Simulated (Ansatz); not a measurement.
Consider the hydrogenolysis of a B–S bond: `CN(C)B(F)S` + H₂ → `CN(C)BF` + H₂S.

Isolated molecules relaxed with PBE0-D4/def2-TZVP in Ansatz; ΔE leaves out vibrations. CCSD(T)/CBS is the MP2 limit (def2-TZVPP, def2-QZVPP) plus CCSD(T) − MP2 in def2-TZVPP, frozen cores. This one scheme is used for every species. Functionals use def2-TZVPP. B3LYP here is the variant with VWN-RPA as its local correlation; programs differ in this. Each species was taken in one conformer, which may not be the lowest.

```csv
level,ΔE (kJ/mol),difference from CCSD(T)/CBS
B3LYP-D4,32.0,-0.9
ωB97X-V,31.7,-1.2
ωB97M-V,32.2,-0.7
B2PLYP,27.0,-5.9
PBE0,30.1,-2.8
CCSD/def2-TZVPP,25.0,-7.9
CCSD(T)/def2-TZVPP,30.9,-2.0
HF/def2-QZVPP,6.2,-26.7
HF/CBS(def2),6.1,-26.8
CCSD/CBS(def2),26.9,-6.0
CCSD(T)/CBS,32.9,0
```

Largest T1 diagnostic among the species: 0.012.

The D4 term adds +11.6 kJ/mol with B3LYP and +6.3 kJ/mol with PBE0; it sums over pairs of atoms, weighted by their polarisabilities, and B3LYP, whose exchange is more repulsive, gets the larger term. In def2-TZVPP, CCSD(T) changes the Hartree–Fock value by +23.7 kJ/mol (the triples alone add +5.9 kJ/mol) and MP2 by +32.2 kJ/mol.
